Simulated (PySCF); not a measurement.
Species: C2H7Cl2Si2 (doublet state).
Z-matrix (Å and degrees, GFN2-xTB geometry), rows numbered from 1:
```
Si
C   1  1.9373
C   2  1.4625  1  111.77
Cl  3  1.7225  2  115.62  1    79.05
Si  3  1.8554  2  127.17  1   -91.44
Cl  5  2.0225  3  106.22  2   -14.10
H   1  1.4615  2  108.02  3   -62.50
H   1  1.4609  2  108.04  3    57.91
H   1  1.4629  2  106.91  3   178.11
H   2  1.0890  1  108.03  3  -120.53
H   2  1.0911  1  107.16  3   122.27
H   5  1.4662  3  114.04  2   103.35
H   5  1.4624  3  110.92  2  -131.67
```

The hyperfine couplings belong to this conformer and change with its torsions.

The species is `[SiH3]C[C](Cl)[SiH2]Cl` [radical].

Method: UKS B3LYP, pcH-1 on C Cl H Si, non-relativistic, mean-field spin-orbit, GIAO in PySCF 2.14.0. The structure is a single GFN2-xTB conformer in the gas phase; no vibrational or solvent corrections. Couplings are sensitive to structure, and on GFN2-xTB geometries they can be far from those on DFT ones. The SCF solution wasn't tested for stability.

Question: Predict the first-order ENDOR lines of H12/H13, H10/H11, H7/H8/H9 and Cl4 under fast tumbling at B = 345.0 mT (X band).

Answer: For S = 1/2 in fast tumbling each set of equivalent nuclei gives two lines, ν± = |νn ± a/2| to first order, with νn = g_N μN B/h and μN/h = 7.62259 MHz/T.

| nuclei | isotope | g_N | νn (MHz) | a_iso (MHz) | lower line (MHz) | upper line (MHz) |
| --- | --- | --- | --- | --- | --- | --- |
| H12/H13 | 1H | 5.5857 | 14.69 | 45.91 | 8.27 | 37.65 |
| H10/H11 | 1H | 5.5857 | 14.69 | 43.81 | 7.22 | 36.59 |
| H7/H8/H9 | 1H | 5.5857 | 14.69 | 5.04 | 12.17 | 17.21 |
| Cl4 | 35Cl | 0.5479 | 1.44 | 4.60 | 0.86 | 3.74 |

Question: Which pairs are centred on the nuclear Larmor frequency, and which on half the coupling?

Answer: Centred on νn, since |a| < 2νn: H7/H8/H9. Centred on |a|/2 and split by 2νn: H12/H13, H10/H11 and Cl4.

Question: At what field would the lower line of Cl4 fall to zero frequency?

Answer: Where νn = |a|/2, that is B = 2.30 MHz/(0.5479 × 7.62259 MHz/T) = 550 mT, as far as first order holds there.

Means are taken over nuclei equivalent by connectivity, which assumes that they swap fast. The three 1H nuclei of mean +5.0 MHz run from -3.6 to 19.6 MHz in the frozen geometry. The 1H value of +43.8 MHz is a mean of couplings from 26.1 to 61.6 MHz in this one geometry, not an average over conformers. The 1H value of +45.9 MHz is a mean of couplings from 36.8 to 55.0 MHz in this one geometry, not an average over conformers.

Main isotope only: 35Cl (natural samples also hold 24 % 37Cl, magnetic too, which adds its own pattern).

The Mulliken spin populations are largest on C3 (+0.83), Cl4 (+0.08) and Si1 (+0.07). No atom but C3 exceeds +0.15. The angles at C3 add up to 359.4°, so it is planar.
